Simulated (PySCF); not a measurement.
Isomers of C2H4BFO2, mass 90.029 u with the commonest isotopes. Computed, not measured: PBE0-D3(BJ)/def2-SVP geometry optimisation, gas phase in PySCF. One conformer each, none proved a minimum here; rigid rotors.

Question: Order these by radius of gyration √(Σ m r²/M), largest first.
A. `B1(F)OCCO1`
B. `[CH2:1]=[CH:2][O:3][B:4]([OH:5])[F:6]` with C1–C2–O3–B4 -3°, C2–O3–B4–O5 0°, O3–B4–O5–H 180°
C. `[CH2:1]=[C:2]([F:3])[B:4]([OH:5])[OH:6]` with C2–B4–O5–H 180°, C2–B4–O6–H 180°

Answer: B (1.711 Å), C (1.694 Å), A (1.525 Å).

Question: Order these by rotational constant A, largest first.
A. `[CH2:1]=[C:2]([F:3])[B:4]([OH:5])[OH:6]` with C2–B4–O5–H 180°, C2–B4–O6–H 180°
B. `[CH2:1]=[CH:2][O:3][B:4]([OH:5])[F:6]` with C1–C2–O3–B4 -3°, C2–O3–B4–O5 0°, O3–B4–O5–H 180°
C. `FB1OCCO1`

Answer: B (8003 MHz), C (7742 MHz), A (5259 MHz).

Question: Order these by rotational constant B, largest first.
A. `[CH2:1]=[C:2]([F:3])[B:4]([OH:5])[OH:6]` with C2–B4–O5–H 180°, C2–B4–O6–H 180°
B. `FB1OCCO1`
C. `[CH2:1]=[CH:2][O:3][B:4]([OH:5])[F:6]` with C1–C2–O3–B4 -3°, C2–O3–B4–O5 0°, O3–B4–O5–H 180°

Answer: B (3431 MHz), A (3115 MHz), C (2519 MHz).

```csv
SMILES,point group,Ia (u·Å²),Ib (u·Å²),Ic (u·Å²),κ,μa (D),μb (D),μc (D)
FB1OCCO1,C2v,65.27,147.29,206.18,-0.63,3.29,0.00,0.01
C=COB(O)F,near Cs,63.15,200.60,263.68,-0.80,0.07,1.45,0.03
C=C(F)B(O)O,–,96.10,162.22,258.29,-0.30,3.64,0.89,0.01
```
